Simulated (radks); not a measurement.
Results of a calculation; reference values are marked as such.
A nucleus of charge 37.6 with 35 electrons, configuration [Ar] 3d10 4s2 4p5.

Level of theory: Dirac Kohn-Sham, LDA (Slater exchange, Perdew-Wang correlation), spin-unpolarised, spherical densities, finite nucleus; open shells fill j = l - 1/2 first; Fermi nuclear charge, rms radius 4.2036 fm (a radial shooting solver on a logarithmic mesh with Libxc functionals).

Energy parts (eV):
part                       energy
total                  -84196.719
kinetic                 86648.976
electron-nucleus      -202443.410
Hartree                 34290.211
exchange-correlation    -2692.496

Orbitals (lengths in bohr, moments of r in powers of bohr):
orbital  occ.  eigenvalue (eV)      <r>       <r^4>
1s1/2       2        -15568.28  0.03965  0.00001158
2s1/2       2        -2119.536   0.1745    0.002237
2p1/2       2        -1930.405   0.1495    0.001514
2p3/2       4        -1865.245   0.1536    0.001657
3s1/2       2        -343.9726   0.5000      0.1299
3p1/2       2        -275.6110   0.4997      0.1423
3p3/2       4        -265.6704   0.5102      0.1543
3d3/2       4        -145.2983   0.5061      0.2010
3d5/2       6        -143.5785   0.5099      0.2066
4s1/2       2         -61.3990    1.360       6.711
4p1/2       2         -44.2559    1.525       11.19
4p3/2       3         -43.0729    1.554       12.05

The highest occupied level is 4p3/2 at -43.073 eV. Summed over all electrons, <r^2> = 23.59 bohr^2, which gives a Langevin (diamagnetic) susceptibility term of -18.7 x 10^-6 cm^3/mol. The density falls to 0.001 e/bohr^3 at r = 3.25 bohr.
